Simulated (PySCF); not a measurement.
Calculation: PBE-D3(BJ)/def2-TZVP // PBE0-D3(BJ)/def2-SVP (PySCF). Isolated molecules, 0 K electronic values unless said otherwise. Delta-SCF ions had no search for a lower state. 

Reference species (SMILES): `[SiH3]c1cc2ccsc2cc1Cl` (neutral, multiplicity 1).

The LUMO is -2.02 eV. The HOMO is -5.64 eV and the vertical ionisation energy (Delta-SCF) is 7.93 eV.

Changed species: `s1c2ccc(Cl)cc2cc1[SiH3]`.

Task: Give the shifts of the LUMO, HOMO and vertical ionisation energy (Delta-SCF).

Result: the LUMO drops by 0.22 eV, to -2.24 eV; the HOMO falls by 0.04 eV, to -5.68 eV; the vertical ionisation energy (Delta-SCF) rises by 0.03 eV, to 7.96 eV.
